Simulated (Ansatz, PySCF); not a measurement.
Gas-phase reaction (SMILES): [OH][Al]([F])[F] + Cl (HCl) -> [F][Al]([F])[Cl] + O (H2O); hydrogen chloride cleaves one Al-O bond, a model of a ligand-exchange step.

Geometries: B3LYP-D3(BJ)/def2-TZVP minima from Ansatz (an electronic-structure program), one conformer each, not searched for the lowest. Cores are frozen in the correlated levels unless marked. Spin-orbit coupling is left out. Non-relativistic. CBS marks a two-point X^-3 extrapolation of the correlation energy; Hartree-Fock from the larger set (for Q and 5 zeta extrapolated as (X+1)exp(-9√X)). Thermal terms are rigid-rotor harmonic-oscillator values from B3LYP-D3(BJ) frequencies (Ansatz or PySCF) at 298.15 K and 1 atm. 1 Eh = 627.5095 kcal/mol.

```tsv
species	E, CCSD(T)/CBS(cc-pV(Q+d)Z,cc-pV(5+d)Z) (Ansatz) (Eh)	E, PBE0-D4/def2-TZVPD (Ansatz + dftd4) (Eh)	H - E (Eh)
[OH][Al]([F])[F]	-517.59587	-517.90737	0.02471
Cl (HCl)	-460.37772	-460.66608	0.01000
[F][Al]([F])[Cl]	-901.60560	-902.20218	0.01240
O (H2O)	-76.37670	-76.38102	0.02495
```

### Question
Work out ΔE and ΔH at 298.15 K at the first level, then ΔH at the second.

### Answer

1. ΔE = [(-901.60560) + (-76.37670)] - [(-517.59587) + (-460.37772)] = -0.00871 Eh = -5.5 kcal/mol at CCSD(T)/CBS(cc-pV(Q+d)Z,cc-pV(5+d)Z).
2. The terms H - E add up to 0.00264 Eh, so ΔH = (-0.00871 + (0.00264))×627.5095 = -3.8 kcal/mol.
3. At PBE0-D4/def2-TZVPD the same steps give ΔE = -6.1 and ΔH = -4.5 kcal/mol, a shift of -0.7 from the first level.
4. These values are not checked against measurement here, since the tables used lack a sound gas-phase enthalpy of formation for at least one species.
